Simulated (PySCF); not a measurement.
## Electron correlation in Ga⁻ (gallium, charge -1)

[Ar] 3d10 4s2 4p2, high-spin 3P determinant. All numbers are calculated (PySCF 2.14, a scalar-relativistic core potential, in aug-cc-pVQZ-PP with ECP10MDF). Frozen: 3s2 3p6 3d10; 4 electrons correlated.

MP2 pair energies summed by pair of shells (mhartree):

```tsv
pair	energy	share (%)
4s-4p	-25.44	52.6
4s-4s	-18.17	37.6
4p-4p	-4.78	9.9
```

Total MP2 correlation energy: -48.39 mhartree.

Same-spin part -9.87 and opposite-spin part -38.52 mhartree; SCS-MP2 scales them by 1/3 and 6/5 to -49.52 mhartree.
